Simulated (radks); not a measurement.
Results of a calculation; reference values are marked as such.
Question: The mean radii <r> (bohr) of the occupied orbitals of an atom or ion are listed with their occupations. Level of theory: non-relativistic Kohn-Sham, LB94 model potential, spin-polarised, spherical densities, point nucleus (a radial shooting solver on a logarithmic mesh with Libxc functionals).

orbital  occ.      <r>
1s down     1  0.02222
1s up       1  0.02222
2s up       1  0.09105
2s down     1  0.09121
2p up       2  0.07656

Name the element and its charge. Open shells, if any, are filled with parallel spins first.

Answer: Z = 68, erbium, charge +62: Er62+ in [He] 2s2 2p2. The 1s radius gives Z: for a bare nucleus <r> = 1.5/Z, 0.02206 bohr for Z = 68, and screening makes it slightly larger (0.02222 here). The occupations add up to 6, and the charge is Z minus that.
